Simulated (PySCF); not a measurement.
**Static response to an electric field**

Compound: C4H3F3N2S.
Geometry (GFN2-xTB, Å), atoms numbered from 1 in this order:
```
atom  x, y, z in Å
C1     1.6277   -0.6840   -0.0685
C2     0.7243    0.4858   -0.0210
S3     1.2520    2.1183   -0.0619
N4    -0.3070    2.6801   -0.0069
N5    -1.1638    1.7709    0.0382
C6    -0.6587    0.5261    0.0331
C7    -1.5519   -0.6710    0.0756
F8    -1.3896   -1.4495   -1.0132
F9    -1.2741   -1.4651    1.1302
F10   -2.8411   -0.3624    0.1492
H11    1.1576   -1.5524    0.3875
H12    2.5609   -0.4673    0.4460
H13    1.8592   -0.9292   -1.1060
```

Level: B3LYP/def2-SVPD (PySCF), static field, nuclei fixed, core orbitals frozen in the response. The polarisability tensor in these axes (au):

```
x   92.02  3.32 -1.81
y    3.32 89.76 -0.08
z   -1.81 -0.08 55.85
```

Question: Diagonalise the tensor; give its mean and Δα, where Δα² is half the sum of the squared differences of the eigenvalues.

Answer: Principal values 55.76, 87.41 and 94.46 au; mean 79.21 au = 11.74 Å³ = 13.06 × 10⁻⁴⁰ C²·m²/J; Δα = 35.70 au (45 % of the mean).

Question: What is the dipole moment, and where does it point?

Answer: (4.25, -1.27, -0.20) D, 4.44 D in size, pointing from the negative to the positive side. Measured along this direction, the outermost atoms are F10 at the negative end and H12 at the positive end.

Question: What would n − 1 = 2πNα be for an ideal gas of these molecules at 298.15 K and 1 atm, electronic part alone?

Answer: N = p/kT = 2.4615 × 10¹⁹ cm⁻³, so n − 1 = 2π × N × 11.74 × 10⁻²⁴ cm³ = 1815 × 10⁻⁶ at long wavelengths.

Question: What depolarisation ratio follows for Rayleigh scattering of linearly polarised light, taking the static tensor?

Answer: ρ = 3Δα²/(45ᾱ² + 4Δα²) = 3823.8/(282331 + 5098.3) = 0.0133.

Question: Form Σ f/ω² (atomic units) for the 8 lowest TDDFT singlets, given as eV and f, and set it beside the mean polarisability, which is this sum over all singlets: 3.97, 0.0011; 5.31, 0.0015; 5.67, 0.0987; 5.71, 0.0031; 6.12, 0.0011; 6.23, 0.0572; 6.51, 0.0010; 6.56, 0.0016.

Answer: They add up to 3.59 au, 4.5 % of the 79.21 au; the largest single term is 2.27 au, from the state at 5.67 eV. Terms in order: 0.05, 0.04, 2.27, 0.07, 0.02, 1.09, 0.02, 0.03 au. Higher excitations give the rest. The strengths listed sum to 0.165.

Geometry: GFN2-xTB; no solvent, vibrations or thermal averaging. GFN2-xTB frequencies show an imaginary mode (37i cm⁻¹), so this geometry is no minimum at that level.

These values come from a run that also computed excited states. The run took about 2.2 min of CPU time (one thread, shared machine).
